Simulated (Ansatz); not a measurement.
Process, species as SMILES: [SiH3]O[SiH3] → [SiH3] (SiH3) + [O][SiH3] (the O-Si bond at the site shown breaks; other sites are not compared here)
Geometries: B3LYP-D3(BJ)/def2-TZVP minima from Ansatz (an electronic-structure program).

Wanted: bond dissociation energy (electronic energy difference), in kcal/mol. Valence correlation only, unless marked. UHF or UKS for open shells. No spin-orbit coupling. Non-relativistic. CBS marks a two-point X^-3 extrapolation of the correlation energy; Hartree-Fock from the larger set. [CCSD(T)-MP2]/basis is that difference in the basis named.

```tsv
level	program	bond dissociation energy (kcal/mol)
HF/STO-3G	Ansatz	81.9
HF/cc-pV(D+d)Z	Ansatz	97.5
r2SCAN/def2-TZVPD	Ansatz	123.1
r2SCAN-D3(BJ)/def2-TZVPD	Ansatz + dftd3	123.6
PBE0-D3(BJ)/def2-TZVPD	Ansatz + dftd3	125.2
PBE0/def2-TZVPD	Ansatz	123.8
BHLYP/def2-TZVPD	Ansatz	124.6
HSE06-D3(BJ)/def2-TZVPD	Ansatz + dftd3	125.2
CAM-B3LYP-D4/def2-TZVPD	Ansatz + dftd4	129.5
B2PLYP-D3(BJ)/def2-TZVPD	Ansatz + dftd3	130.7
B2PLYP-D4/def2-TZVPD	Ansatz + dftd4	130.5
MP2/6-31G*	Ansatz	129.9
RI-MP2/cc-pV(Q+d)Z	Ansatz	142.6
RI-MP2/CBS(cc-pV(T+d)Z,cc-pV(Q+d)Z)	Ansatz	144.0
SCS-MP2/cc-pV(T+d)Z	Ansatz	137.4
SCS-MP2/cc-pwCVTZ	Ansatz	138.1
CCSD/cc-pV(T+d)Z	Ansatz	128.8
CCSD(T)/STO-3G	Ansatz	96.3
CCSD(T)/aug-cc-pV(D+d)Z	Ansatz	121.0
CCSD(T)/cc-pwCVTZ	Ansatz	131.3
RI-MP2/CBS(aug-cc-pV(T+d)Z,aug-cc-pV(Q+d)Z)+[CCSD(T)-MP2]/aug-cc-pV(T+d)Z	Ansatz	134.6
```
